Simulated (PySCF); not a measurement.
**Electron correlation in Ge(2+) (germanium, charge +2)**

[Ar] 3d10 4s1 4p1, high-spin 3P determinant (an excited configuration). Calculation: PySCF 2.14, in aug-cc-pwCVDZ-PP with ECP10MDF; scalar relativity through the core potential. Frozen: 3s2 3p6 3d10; 2 electrons correlated.

With two correlated electrons CCSD is exact within the correlated space (frozen core and kept virtual orbitals).

| level | correlation energy (mhartree) |
| --- | --- |
| CCSD | -3.70 |

Diagnostics: T1 = 0.0017, D1 = 0.0031, largest double amplitude 0.030.

Cost of the coupled-cluster step: about 0.24 core-seconds, for 2 correlated electrons.
